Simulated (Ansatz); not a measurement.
Geometry optimisation, UKS PBE/def2-SVP (Ansatz 0.2.0).

input.yaml

```yaml
crystal:
  periodic: [false, false, false]
  atoms:
    - { symbol: Ti, position_ang: [-0.009284, -0.016581, -0.226573] }
    - { symbol: Cl, position_ang: [0.038009, 0.066565, 2.097932] }
    - { symbol: F, position_ang: [1.616233, -0.02019, -0.831085] }
    - { symbol: F, position_ang: [-0.824745, 1.389273, -0.831855] }
    - { symbol: Cl, position_ang: [-1.04695, -1.814075, -0.920764] }
    - { symbol: Si, position_ang: [-0.008623, -0.015449, 5.424798] }
    - { symbol: H, position_ang: [-0.783927, -1.222177, 5.874433] }
    - { symbol: H, position_ang: [1.433452, -0.07814, 5.845018] }
    - { symbol: H, position_ang: [-0.666663, 1.270174, 5.842295] }
magnetization:
  spin_polarized: true
  initial_magnetization: 1
basis:
  gaussian: { orbitals: def2-SVP }
hamiltonian:
  xc: pbe
relax:
  f_tol: 0.03
  max_steps: 50
output:
  orbitals: {}
```

Launched with:

```bash
$ ansatz run input.yaml --threads 4 --pin off --max-ram 5120MiB --backend cpu --events-out ev --progress --plain --runs-dir out
```

Where does it end, and by what steps?

It converged. The force dipped under the threshold on the way, but the program's further checks kept it going. After 29 steps the energy has fallen by 0.598 eV; Cl5 moved furthest, 3.20 Å. Joined: Cl5–Si6 (6.68 → 2.20 Å).

```
step  energy less start (eV)  largest force component (eV/Å)  accepted
   0                  0.0000                           1.283       yes
   2                 -0.0862                           0.090       yes
   4                 -0.0909                           0.067       yes
   6                 -0.0925                           0.014       yes
   8                 -0.0944                           0.096       yes
  10                 -0.1003                           0.101       yes
  12                 -0.1102                           0.124       yes
  14                 -0.1194                           0.118       yes
  16                 -0.1299                           0.228       yes
  18                 -0.1494                           0.177       yes
  20                 -0.1788                           0.082       yes
  22                 -0.2334                           0.371       yes
  24                 -0.4653                           0.591       yes
  26                 -0.5319                           0.505       yes
  28                 -0.5971                           0.058       yes
  29                 -0.5981                           0.013       yes
```

```xyz
9
Properties=species:S:1:pos:R:3
Ti 0.189 0.317 0.492
Cl 0.972 1.633 2.197
F 1.498 -0.494 -0.368
F -1.146 1.081 -0.371
Cl -0.739 -1.237 2.213
Si -0.289 -0.489 4.228
H -0.938 -1.578 5.029
H 1.188 -0.486 4.424
H -0.987 0.812 4.428
```

Whether the end is a true minimum wasn't checked by a vibrational analysis.

Run time: 110 s on 4 threads of Arm Neoverse V1, on a shared host, peak memory 0.28 GiB.
